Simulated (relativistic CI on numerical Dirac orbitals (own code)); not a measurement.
**Hyperfine structure of Zn II, mass number 67**

Calculated at this level of theory: Dirac-Coulomb-Breit CI, orbitals from a KLI potential per configuration, model QED (radiative potential, 1s self-energy scaled to tabulated hydrogen-like ionisation energies), valence Slater integrals scaled by 0.85, P86 correlation energy added to each configuration (own radial code, finite nucleus).

Configurations in the expansion (outside the closed core [Ar]): 3d10 4s, 3d10 4p, 3d9 4s2, 3d10 5s, 3d10 4d, 3d10 5p, 3d10 4f, 3d9 4s 4p, 3d10 6s, 3d10 5d, 3d10 6p, 3d10 7s, 3d10 5g, 3d10 5f, 3d10 6d, 3d10 7p. Levels of other configurations are missing.

Nuclear spin I = 5/2, μ = 0.87485 μN, Q = 0.122 b (tables of Stone and Pyykkö). The electronic factors are computed for point nuclear moments, without core polarisation; leaving it out makes A of s and p electrons in near-neutral atoms 20 to 40 % too small, and it can dominate for d and f shells.

| Level | E (eV) | A (MHz) | B (MHz) |
| --- | --- | --- | --- |
| 3d10 4s 2S_1/2 | 0.0000 | 2396 |  |
| 3d10 4p 2P°_1/2 | 5.6111 | 369.6 |  |
| 3d10 4p 2P°_3/2 | 5.6991 | 76.05 | 43.6 |
| 3d9 4s2 2D_5/2 | 7.2130 | 230.7 | -165 |
| 3d9 4s2 2D_3/2 | 7.5411 | 547.9 | -119 |
| 3d10 5s 2S_1/2 | 10.2514 | 579.2 |  |
| 3d10 4d 2D_3/2 | 11.1513 | 9.072 | 1.79 |
| 3d10 4d 2D_5/2 | 11.1563 | 3.858 | 2.55 |

Levels with J = 0, under 50 % of one LS term, or S terms without an open s electron are left out. Small factors come from cancelling terms and can be off by tens of per cent or more.

Correlation outside the listed configurations is missing or only estimated: errors of thousands of cm⁻¹ between configurations and terms are usual at this charge. Rates and lifetimes follow the computed energies and can be off by large factors. The fine structure of a lone outer electron comes out too small, for d and f at times inverted, and misplaced configurations move strength between like terms. 11 of the 11 excited levels that our extract of the measured tables holds in this range could be paired (the sources list more); they are missed by 5231 cm⁻¹ on average and 6979 at most, and levels without a partner can miss by more.

Q: Give the hyperfine levels of 3d10 4s 2S_1/2 relative to its centre of gravity.

A: With K = F(F + 1) − I(I + 1) − J(J + 1), E = AK/2: F = 2: -4193, F = 3: 2995 MHz.

LS names give the leading component of a level, which can be under half, so a name can repeat, a term be missing and a line seem to break the LS rules.
